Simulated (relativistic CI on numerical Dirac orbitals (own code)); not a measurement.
Ligand-field terms of d2

Computed with a parametric ligand-field model of a d^n configuration (Racah B and C, spin-orbit zeta, crystal field), exact diagonalisation.

Field parameters in Wybourne normalisation: Oh B⁴₀ = 21Dq, B⁴₄ = √(5/14) B⁴₀. The field is a parameter set, without covalency.

B = 470 cm⁻¹, C = 1800 cm⁻¹ (C/B = 3.83), Oh, no spin-orbit coupling. Tanabe-Sugano data, E/B above the lowest term (Δ = |10Dq|; b, c mark the second and third term of a kind):

```csv
Δ/B,3T1,3T2,3A2,1T2,1E,1A1
1.0,0.00,0.81,1.81,13.01,13.47,20.64
5.0,0.00,4.22,9.22,13.88,14.70,24.02
9.0,0.00,7.82,16.82,14.18,14.80,26.53
13.0,0.00,11.53,24.53,14.26,14.72,28.28
17.0,0.00,15.32,32.32,14.26,14.62,29.49
21.0,0.00,19.16,40.16,14.23,14.52,30.35
25.0,0.00,23.03,48.03,14.20,14.44,30.96
29.0,0.00,26.92,55.92,14.16,14.37,31.42
33.0,0.00,30.84,63.84,14.13,14.32,31.77
37.0,0.00,34.77,71.77,14.10,14.27,32.05
41.0,0.00,38.71,79.71,14.07,14.22,32.27
45.0,0.00,42.66,87.66,14.05,14.18,32.45
```

The ground term stays 3T1.
